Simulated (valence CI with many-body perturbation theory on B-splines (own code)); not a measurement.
## E1 line list for Cs VI

Computed by relativistic CI+MBPT: four valence electrons over a frozen Dirac-Fock core [Kr] 4d10, radial functions for each j: 11 s, 11 p, 10 d, 8 f, 5 g, 2 h, with the one-electron correlation potential Σ1, the two-electron term Σ2, the three-electron term Σ3, Breit, model QED; selected CI, second order for the rest, scaled by the run's own slope (own B-spline code, finite nucleus).

Against 29 measured levels this calculation errs by 360 cm⁻¹ on average and by 760 at most. These come from a selection out of Sansonetti, J. Phys. Chem. Ref. Data 38, 761 (2009). Levels without a partner in it may be off by more, other configurations by several thousand cm⁻¹. Among the levels kept, up to 480 cm⁻¹ of a level comes from second order outside the variational space, and about a tenth of that is noise between levels of different J, which matters for small intervals.

Lines 101 to 150 of 553 in falling wavelength, among levels below 359520 cm⁻¹, chosen from the strongest by gf and those to the six lowest levels. Wavelengths and rates use the calculated energies, so an error of 400 cm⁻¹ moves a line at 83.73 nm by 0.33 % and its rate by three times that or more. Electric multipoles are in the length gauge, E1 and E2 with the static RPA response of the core. Weak lines are less certain than strong ones. Lines between different terms over intervals too small for the method are left out, as are lines whose strength nearly cancels. Where a level lies close to another of its J and parity, the split of strength between their lines is uncertain. The highest levels of a list are the least certain.

Names give the largest LS component (configuration and term), which can be under half, so a name can repeat, a term be missing and a line seem to break the LS rules; names also repeat where a configuration has a term twice. Letters in brackets count levels of one name in rising energy.

| λ vac (nm) | λ from measured levels | Upper | Lower | A (s⁻¹) | S (a.u.) with core polarisation | S without |
| --- | --- | --- | --- | --- | --- | --- |
| 84.39 |  | 4f5s5p² ¹F°_3 [b] | 4f5s²5p ³D_3 | 1.44e+08 | 2.99e-01 | 3.92e-01 |
| 84.38 |  | 4f5s5p² ³H°_4 | 4f5s²5p ³F_4 | 1.65e+08 | 4.41e-01 | 5.79e-01 |
| 84.19 |  | 4f5s5p² ¹H°_5 | 4f5s²5p ¹G_4 | 6.03e+08 | 1.95e+00 | 2.61e+00 |
| 83.73 | 83.62 | 5s5p³ ³D°_1 | 5s²5p² ³P_1 | 1.10e+07 | 9.52e-03 | 1.41e-02 |
| 83.61 | 83.53 | 5s5p³ ³P°_2 | 5s²5p² ¹D_2 | 5.51e+07 | 7.94e-02 | 1.07e-01 |
| 83.47 |  | 5s²5p5f ³F_4 | 5s²5p5d ¹F°_3 | 1.63e+08 | 4.22e-01 | 4.67e-01 |
| 83.45 |  | 4f5s5p² ³H°_5 | 4f5s²5p ³G_5 | 2.05e+08 | 6.47e-01 | 8.41e-01 |
| 83.20 | 83.05 | 5s5p³ ³D°_3 | 5s²5p² ³P_2 | 2.91e+08 | 5.80e-01 | 8.05e-01 |
| 82.91 |  | 5s²5p6p ³D_3 | 5s²5p5d ³F°_3 | 1.22e+08 | 2.40e-01 | 2.37e-01 |
| 82.83 | 82.70 | 5s5p³ ³D°_2 | 5s²5p² ³P_1 | 5.36e+08 | 7.52e-01 | 1.03e+00 |
| 82.49 |  | 4f5s5p² ³H°_6 | 4f5s²5p ³G_5 | 3.21e+08 | 1.16e+00 | 1.65e+00 |
| 82.35 |  | 5s²5p6p ³P_1 [b] | 5s²5p5d ³F°_2 | 3.43e+08 | 2.84e-01 | 2.68e-01 |
| 82.32 |  | 4f5s5p² ³H°_5 | 4f5s²5p ³F_4 | 1.71e+08 | 5.18e-01 | 7.32e-01 |
| 81.91 |  | 5s5p²5d ³D_3 [b] | 5s²5p5d ³D°_3 | 1.23e+08 | 2.33e-01 | 3.38e-01 |
| 81.22 |  | 5s²5p6p ³D_2 | 5s5p³ ¹D°_2 | 1.85e+08 | 2.44e-01 | 2.74e-01 |
| 81.12 |  | 4f5s5p² ³G°_4 [c] | 4f5s²5p ¹G_4 | 9.70e+07 | 2.30e-01 | 3.08e-01 |
| 80.76 | 81.15 | 5s5p³ ³S°_1 | 5s²5p² ¹S_0 | 1.09e+08 | 8.48e-02 | 1.19e-01 |
| 80.66 |  | 4f5s5p² ¹P°_1 | 4f5s²5p ¹D_2 | 5.08e+08 | 3.95e-01 | 5.53e-01 |
| 80.58 |  | 5p⁴ ³P_1 | 5s5p³ ³P°_2 | 3.47e+08 | 2.68e-01 | 3.71e-01 |
| 80.56 |  | 4f5s5p² ³F°_4 [a] | 4f5s²5p ³G_4 | 2.93e+08 | 6.80e-01 | 8.89e-01 |
| 79.70 |  | 4f5s5p² ³D°_3 [a] | 4f5s²5p ³D_3 | 3.10e+08 | 5.43e-01 | 7.25e-01 |
| 79.57 |  | 4f5s5p² ³P°_1 | 4f5s²5p ³D_1 | 5.52e+08 | 4.12e-01 | 5.45e-01 |
| 79.43 |  | 5s5p²5d ³D_3 [a] | 5s²5p5d ³F°_4 | 2.67e+08 | 4.62e-01 | 5.36e-01 |
| 78.93 |  | 4f5s5p² ³F°_2 [a] | 4f5s²5p ³F_2 | 7.07e+08 | 8.57e-01 | 1.13e+00 |
| 78.80 |  | 5p⁴ ³P_2 | 5s5p³ ³D°_3 | 1.24e+09 | 1.49e+00 | 2.05e+00 |
| 78.33 |  | 4f5s5p² ¹G°_4 [a] | 4f5s²5p ³G_4 | 4.03e+08 | 8.61e-01 | 1.14e+00 |
| 78.13 |  | 5s5p²5d ³F_4 [b] | 5s²5p5d ³D°_3 | 1.98e+08 | 4.20e-01 | 5.70e-01 |
| 78.11 |  | 4f5s5p² ³P°_2 | 4f5s²5p ³D_2 | 3.98e+08 | 4.68e-01 | 6.15e-01 |
| 78.05 |  | 5s²5p6p ³D_1 | 5s5p³ ³P°_2 | 3.16e+08 | 2.23e-01 | 2.07e-01 |
| 77.86 |  | 4f5s5p² ³F°_2 [b] | 4f5s²5p ³F_2 | 2.65e+08 | 3.09e-01 | 4.09e-01 |
| 77.68 |  | 5s5p²5d ¹G_4 | 5s²5p5d ³F°_4 | 2.69e+08 | 5.60e-01 | 7.77e-01 |
| 77.58 |  | 4f5s5p² ³F°_4 [b] | 4f5s²5p ³G_3 [b] | 1.67e+08 | 3.46e-01 | 4.78e-01 |
| 77.52 |  | 4f5s5p² ¹G°_4 [a] | 4f5s²5p ³F_3 | 1.65e+08 | 3.42e-01 | 4.56e-01 |
| 77.50 |  | 5p⁴ ¹D_2 | 5s5p³ ³P°_2 | 3.17e+08 | 3.64e-01 | 5.18e-01 |
| 77.32 |  | 4f5s5p² ³G°_3 [c] | 4f5s²5p ³G_3 [a] | 5.47e+08 | 8.73e-01 | 1.13e+00 |
| 77.00 |  | 4f5s5p² ³F°_3 [a] | 4f5s²5p ³F_3 | 7.33e+08 | 1.16e+00 | 1.52e+00 |
| 76.87 |  | 5s5p²5d ³G_5 | 5s²5p5d ³F°_4 | 1.32e+09 | 3.26e+00 | 4.48e+00 |
| 76.80 |  | 4f5s5p² ¹H°_5 | 4f5s²5p ³G_5 | 1.81e+08 | 4.46e-01 | 5.82e-01 |
| 76.74 |  | 4f5s5p² ³G°_5 [b] | 4f5s²5p ³G_4 | 5.40e+08 | 1.33e+00 | 1.78e+00 |
| 76.66 |  | 5s5p²5d ³F_3 [b] | 5s²5p5d ³P°_2 [a] | 2.52e+08 | 3.92e-01 | 5.87e-01 |
| 76.21 |  | 5s5p²5d ³P_0 [a] | 5s5p³ ¹P°_1 | 1.11e+09 | 2.42e-01 | 3.22e-01 |
| 76.01 |  | 4f5s5p² ³G°_4 [b] | 4f5s²5p ³F_3 | 4.27e+08 | 8.32e-01 | 1.11e+00 |
| 76.00 | 75.89 | 5s5p³ ³D°_1 | 5s²5p² ³P_0 | 8.29e+08 | 5.39e-01 | 7.27e-01 |
| 75.84 |  | 4f5s5p² ³F°_2 [c] | 4f5s²5p ³D_2 | 2.99e+08 | 3.22e-01 | 4.24e-01 |
| 75.84 |  | 5p⁴ ³P_2 | 5s5p³ ³D°_2 | 4.83e+08 | 5.20e-01 | 7.13e-01 |
| 75.61 |  | 4f5s5p² ¹G°_4 [a] | 4f5s²5p ³G_3 [a] | 5.75e+08 | 1.10e+00 | 1.47e+00 |
| 75.13 |  | 5s5p²5d ³P_2 [a] | 5s5p³ ³S°_1 | 2.36e+08 | 2.47e-01 | 3.22e-01 |
| 75.01 |  | 4f5s5p² ³F°_2 [c] | 4f5s²5p ³D_3 | 3.35e+08 | 3.49e-01 | 4.60e-01 |
| 74.96 |  | 5s5p²5d ³F_2 [b] | 5s²5p5d ³F°_3 | 2.76e+08 | 2.87e-01 | 3.61e-01 |
| 74.85 | 74.81 | 5s5p³ ¹D°_2 | 5s²5p² ¹D_2 | 1.06e+09 | 1.09e+00 | 1.52e+00 |
